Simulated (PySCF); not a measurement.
**Two-component Hartree-Fock for Ni⁺ (nickel, charge +1)**

Start: [Ar] 3d9; 3d3/2 filled at m_j = -3/2, -1/2, +1/2, +3/2; 3d5/2 filled at m_j = -3/2, -1/2, +1/2, +3/2, +5/2. Calculated with PySCF 2.14 in x2c-TZVPPall-2c (6s7p4d2f1g, 70 functions): generalised Hartree-Fock with the X2C-1e Hamiltonian and a Gaussian nucleus; one run each with spin-orbit coupling (SO) switched off, then screened by Boettger's factors.

| spinor shell | electrons | ε, spin-free (eV) | ε, screened SO (eV) | weight of nominal j (screened SO) | rms radius, screened SO (bohr) |
| --- | --- | --- | --- | --- | --- |
| 1s1/2 | 2 | -8405.4 | -8405.2 | 1.000 | 0.0624 |
| 2s1/2 | 2 | -1052.9 | -1052.9 | 1.000 | 0.265 |
| 2p1/2 | 2 | -902.23 | -914.49 | 0.999 | 0.236 |
| 2p3/2 | 4 | -902.23 | -896.23 | 1.000 | 0.239 |
| 3s1/2 | 2 | -138.42 | -138.41 | 1.000 | 0.800 |
| 3p1/2 | 2 | -92.683 | -95.317 | 0.943 | 0.850 |
| 3p3/2 | 4 | -92.683 | -91.378 | 0.971 | 0.861 |
| 3d3/2 | 4 | -20.817 | -21.399 | 0.799 | 1.19 |
| 3d5/2 | 5 | -20.817 | -20.356 | 0.839 | 1.22 |

```csv
quantity,spin-free,screened SO
E (hartree),-1518.76681,-1518.80213
M_J,5/2,5/2
⟨J²⟩,8.761,8.762
⟨L²⟩,6.009,6.010
⟨S²⟩,0.753,0.754
```

Each row is a mean over spinors that exchange with the open shell spreads, by up to 6.786 eV (3p3/2).

Rows whose weight is well below 1 are mixtures of j = l ± 1/2: exchange outweighs spin-orbit coupling there, and the label is only the starting occupation.

Without spin-orbit coupling the j labels of p, d and f shells carry no meaning; the spin-free column gives the mean over the occupied spinors of each nl shell.
